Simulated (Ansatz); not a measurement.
C₂H₂N₂O₂Si, SMILES `O=C=N[SiH2]N=C=O`. The species carries charge 0 and has multiplicity 1.

Cartesian coordinates in Å:
```
O -1.6680 -2.0874 -2.1067
C -1.4385 -1.2533 -1.3302
N -1.2335 -0.3901 -0.5314
Si -0.5386 0.7150 0.5566
N 1.1463 0.5045 0.6248
C 2.2737 0.1443 0.4677
O 3.3805 -0.1855 0.3355
H -1.0983 0.4692 1.8993
H -0.8237 2.0833 0.0844
```

(1) List the harmonic frequencies (cm⁻¹, unscaled) at PBE0-D4/def2-TZVP in Ansatz. (Best estimate.)

## Answers

(1) Computed: 21i, 18, 21, 37, 296, 584, 630, 630, 632, 650, 662, 670, 751, 910, 967, 1531, 1533, 2278, 2278, 2406, 2452.
